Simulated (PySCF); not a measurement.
Correlation energy of Cl(2+) (chlorine, charge +2)

[Ne] 3s1 3p4, high-spin 4P determinant (an excited configuration). Computed with PySCF 2.14 in def2-QZVPPD, with no relativity, point nucleus. Frozen: [Ne]; 5 electrons correlated.

| level | correlation energy (mhartree) |
| --- | --- |
| CCSD | -144.89 |
| (T) | -8.53 |
| CCSD(T) | -153.42 |

Diagnostics: T1 = 0.013, D1 = 0.0313, largest double amplitude 0.190.

A double-excitation amplitude exceeds 0.15, a sign of near-degeneracy.

Cost of the coupled-cluster step: of the order of 21 core-seconds, for 5 correlated electrons.

Iterations:

```
CC2 = 0
CCSD nocc = (np.int64(4), np.int64(1)), nmo = (74, 74)
frozen orbitals [[0, 1, 2, 3, 4], [0, 1, 2, 3, 4]]
max_cycle = 100
direct = 0
conv_tol = 1e-08
conv_tol_normt = 1e-06
diis_space = 8
diis_start_cycle = 0
Init t2, MP2 energy = -0.105630005510845
Init E_corr(UCCSD) = -0.105630005513366
cycle = 1  E_corr(UCCSD) = -0.126285077970996  dE = -0.0206550725  norm(t1,t2) = 0.0785069
cycle = 2  E_corr(UCCSD) = -0.134208627890123  dE = -0.00792354992  norm(t1,t2) = 0.0465548
cycle = 3  E_corr(UCCSD) = -0.14516924348518  dE = -0.0109606156  norm(t1,t2) = 0.0300182
cycle = 4  E_corr(UCCSD) = -0.144619716252739  dE = 0.000549527232  norm(t1,t2) = 0.00362434
cycle = 5  E_corr(UCCSD) = -0.145125608315345  dE = -0.000505892063  norm(t1,t2) = 0.00137182
cycle = 6  E_corr(UCCSD) = -0.14485700985348  dE = 0.000268598462  norm(t1,t2) = 0.000811846
cycle = 7  E_corr(UCCSD) = -0.144872195761615  dE = -1.51859081e-05  norm(t1,t2) = 0.000319212
cycle = 8  E_corr(UCCSD) = -0.144897301237546  dE = -2.51054759e-05  norm(t1,t2) = 0.0001076
cycle = 9  E_corr(UCCSD) = -0.144889853648261  dE = 7.44758929e-06  norm(t1,t2) = 3.1863e-05
cycle = 10  E_corr(UCCSD) = -0.14489191287267  dE = -2.05922441e-06  norm(t1,t2) = 1.10089e-05
cycle = 11  E_corr(UCCSD) = -0.144891658931699  dE = 2.53940972e-07  norm(t1,t2) = 3.00064e-06
cycle = 12  E_corr(UCCSD) = -0.144891591999713  dE = 6.69319855e-08  norm(t1,t2) = 7.73656e-07
cycle = 13  E_corr(UCCSD) = -0.144891603495433  dE = -1.149572e-08  norm(t1,t2) = 1.61201e-07
cycle = 14  E_corr(UCCSD) = -0.144891603792805  dE = -2.97372349e-10  norm(t1,t2) = 3.68123e-08
UCCSD converged
E(UCCSD) = -457.9006525019084  E_corr = -0.1448916037928055
UCCSD(T) correction = -0.00852944416535333
```
